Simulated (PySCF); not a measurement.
hexa-1,5-diene (C6H10), SMILES C=CCCC=C. Atoms are numbered in the order given.

```xyz
16

C      2.6005    -0.5982     0.2407
C      1.2772    -0.6040     0.0591
C      0.5201     0.3975    -0.7688
C     -0.5471     1.1721     0.0206
C     -1.7746     0.4065     0.4388
C     -2.1263    -0.8286     0.0701
H      3.2395     0.1574    -0.2294
H      3.0972    -1.3484     0.8624
H      0.6779    -1.3755     0.5565
H      1.2329     1.1152    -1.2060
H      0.0345    -0.1122    -1.6212
H     -0.8809     2.0390    -0.5806
H     -0.0814     1.6139     0.9205
H     -2.4491     0.9580     1.1066
H     -3.0590    -1.2774     0.4218
H     -1.5103    -1.4419    -0.5933
```

The structure is a stationary point at B3LYP-D3(BJ)/def2-SVP. Other conformers were not sampled.

Computed with PBE/def2-TZVP in PySCF.

ESP charges are fitted to the potential on shells at 1.4 to 2.0 van der Waals radii. Atomic charges (e):

```csv
atom,Mulliken,meta-Löwdin,ESP fit,Löwdin
C1,-0.27,-0.28,-0.56,-0.22
C2,-0.12,-0.10,-0.05,-0.20
C3,-0.16,-0.21,0.01,-0.25
C4,-0.11,-0.20,-0.04,-0.26
C5,-0.14,-0.10,-0.04,-0.21
C6,-0.28,-0.29,-0.53,-0.23
H7,0.10,0.11,0.21,0.12
H8,0.11,0.12,0.20,0.12
H9,0.11,0.12,0.12,0.14
H10,0.10,0.11,0.04,0.14
H11,0.11,0.12,0.04,0.15
H12,0.11,0.12,0.04,0.15
H13,0.11,0.12,0.05,0.15
H14,0.10,0.11,0.10,0.14
H15,0.11,0.12,0.19,0.12
H16,0.12,0.11,0.20,0.12
```

Computed Mayer and Wiberg (Löwdin basis) orders of the bonds:
```csv
bond,Mayer,Wiberg
C1–C2,1.97,2.19
C2–C3,1.01,1.23
C3–C4,0.99,1.20
C4–C5,1.03,1.25
C5–C6,1.95,2.18
C1–H7,0.95,0.89
C1–H8,0.95,0.89
C2–H9,0.94,0.82
C3–H10,0.94,0.83
C3–H11,0.95,0.82
C4–H12,0.92,0.82
C4–H13,0.93,0.83
C5–H14,0.95,0.83
C6–H15,0.95,0.89
C6–H16,0.95,0.88
```
